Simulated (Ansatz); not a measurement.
## Ligand exchange: C3H10OSi + Si(SiH3)F3 → C2H8OSi + SiH2(CH3)(SiF3)

Species: C3H10OSi `CC(C)O[SiH3]`, singlet; Si(SiH3)F3, singlet; C2H8OSi `CCO[SiH3]`, singlet; SiH2(CH3)(SiF3), singlet. The partners trade CH3 for H: C–CH3 and Si–H bonds give way to C–H and Si–CH3.

Shapes, held fixed at every level: PBE0-D4/def2-TZVP. Flexible molecules stand in one conformer, not always the lowest. Programs: Ansatz 0.2.0. The zero-point and thermal change to 298 K, harmonic and unscaled (PBE0-D4/def2-TZVP), is +4.7 kJ/mol.

| level | kind | ΔH(298 K) (kJ/mol) | less CCSD(T)/CBS estimate |
| --- | --- | --- | --- |
| HF/def2-SVP | Hartree–Fock | -20.0 | +1.9 |
| HF/def2-TZVPP | Hartree–Fock | -23.5 | -1.6 |
| B3LYP-D4/def2-TZVPP | global hybrid | -25.1 | -3.2 |
| wB97M-V/def2-TZVPP | range-separated hybrid | -24.3 | -2.4 |
| wB97X-V/def2-TZVPP | range-separated hybrid | -22.3 | -0.4 |
| CCSD(T)/def2-TZVPP | coupled cluster or CI | -20.6 | +1.3 |
| CCSD(T)/CBS estimate | coupled cluster or CI | -21.9 | 0.0 |

The highest level, CCSD(T)/CBS estimate, gives ΔH(298 K) = -21.9 kJ/mol; the levels span -25.1 to -20.0. The column of differences is taken from that level and isn't an error. No measured value is set beside it here. The CBS estimate extrapolates MP2 from def2-TZVPP and def2-QZVPP and adds CCSD(T) − MP2 in the triple-zeta set, cores frozen.
